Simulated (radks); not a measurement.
The numbers below are computed, except where a source is named.
The nuclear charge of neutral hafnium is varied continuously with 72 electrons held in [Xe] 4f14 5d2 6s2. Level of theory: scalar-relativistic Kohn-Sham, PBE, spin-polarised, spherical densities, finite nucleus; open shells are filled with parallel spins first (spin-orbit coupling, left out, can overturn this in heavy ions); Fermi nuclear charge, rms radius 5.347 fm (a radial shooting solver on a logarithmic mesh with Libxc functionals). By the Hellmann-Feynman theorem dE/dZ = E(electron-nucleus)/Z, the electronic potential at the nucleus (averaged over a nucleus of fixed radius). The scalar-relativistic energy here is not variational (the density holds large components alone), so the two differ by a part that grows with Z.

Z      E (hartree)  E(electron-nucleus)/Z (hartree)  HOMO  e(HOMO) (eV)  <r> HOMO (bohr)
71.75  -14946.4571                         -513.771    5d        -1.248            2.694
72     -15076.1807                         -516.505    5d        -3.095            2.469
72.25  -15206.5998                         -519.237    5d        -5.195            2.309
72.5   -15337.7141                         -521.968    5d        -7.508            2.185
72.75  -15469.5237                         -524.699    6s        -9.975            3.138
73     -15602.0290                         -527.431    6s       -12.015            3.033

The central difference of E at Z = 72 is -520.285 hartree, to compare with the third column; the second derivative is -11.1 hartree.
